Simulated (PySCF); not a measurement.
PySCF job for F₂H₄OSi₂, SMILES [SiH3][Si](F)(O)F, PBE0/pcSseg-1. The structure is a stationary point at B3LYP-D3(BJ)/def2-SVP. This is a generated structure with no PubChem entry under its InChIKey; it may be hypothetical. Other conformers were not sampled.

```python
import numpy as np
from pyscf import gto, scf, dft
from pyscf.prop.nmr import rks as nmr

mol = gto.M(
    atom='''
    O    -1.54112466   -0.99002792    0.00000001
    Si    0.00006897   -0.42158452   -0.00000000
    F     0.80587023   -1.00523293    1.28163501
    F     0.80587022   -1.00523293   -1.28163502
    Si   -0.02745310    1.90527209    0.00000000
    H    -1.69932765   -1.94296516    0.00000000
    H    -0.73409922    2.38777384   -1.21936274
    H     1.37423710    2.41020767   -0.00000001
    H    -0.73409920    2.38777384    1.21936276
    ''',
    basis='pcSseg-1',
    charge=0,
    spin=0,
    max_memory=1600,
    verbose=3,
)
mf = dft.RKS(mol, xc='pbe0')
mf.grids.level = 3
mf.conv_tol = 1e-10
mf.max_cycle = 100
mf.kernel()
n = nmr.NMR(mf)
n.verbose = 2
n.max_cycle_cphf = 60
sigma = n.kernel()
print('atom   isotropic/ppm   span/ppm')
for i, s in enumerate(sigma):
    w = np.linalg.eigvalsh((s + s.T) / 2)
    print(f'{mol.atom_symbol(i):2s}{i + 1:3d} {w.mean():14.3f} {w[2] - w[0]:11.3f}')
```

Program output:

```
converged SCF energy = -855.913492814297
atom   isotropic/ppm   span/ppm
O   1        261.982     105.505
Si  2        383.037      73.183
F   3        291.877     151.177
F   4        291.877     151.177
Si  5        467.950       9.859
H   6         28.465      21.320
H   7         27.896       8.537
H   8         27.931       8.598
H   9         27.896       8.537
```

The calculation finished and met its thresholds.

Cost: very roughly 22 core-seconds.
